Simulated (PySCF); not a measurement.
C4H3N2, SMILES c1n[c]ncc1, multiplicity 2. Atoms are numbered in the order given.

```xyz
9

C      0.0000     0.0000     1.3244
N      0.0000     1.1841     0.7808
C      0.0000     1.1891    -0.5569
C      0.0000     0.0000    -1.2848
C      0.0000    -1.1891    -0.5569
N      0.0000    -1.1841     0.7808
H      0.0000     2.1651    -1.0552
H      0.0000     0.0000    -2.3759
H      0.0000    -2.1651    -1.0552
```
Charge 0, spin multiplicity 2.

Geometry: PBE0-D3(BJ)/def2-SVP. The isomer is the one that the SMILES or the coordinates give; other isomers of the formula were not compared.

All values below come from PBE/pcH-1 in PySCF.

Unrestricted Kohn–Sham, ⟨S²⟩ = 0.754. Hyperfine tensors hold the contact and dipolar terms, without spin-orbit corrections.

Computed hyperfine couplings:
```csv
nucleus,A(iso) (MHz),A(iso) (G),dipolar principal values (MHz)
13C no. 1,668.5,238.5,"-61.4, -48.0, 109.4"
14N no. 2,103.3,36.9,"-6.2, -2.3, 8.4"
13C no. 3,58.6,20.9,"-6.6, -6.0, 12.7"
13C no. 4,-1.7,-0.6,"-5.5, 1.7, 3.8"
13C no. 5,58.6,20.9,"-6.6, -6.0, 12.7"
14N no. 6,103.3,36.9,"-6.2, -2.3, 8.4"
1H no. 7,1.1,0.4,"-3.7, -2.3, 6.1"
1H no. 8,20.4,7.3,"-1.4, -0.1, 1.5"
1H no. 9,1.1,0.4,"-3.7, -2.3, 6.1"
```
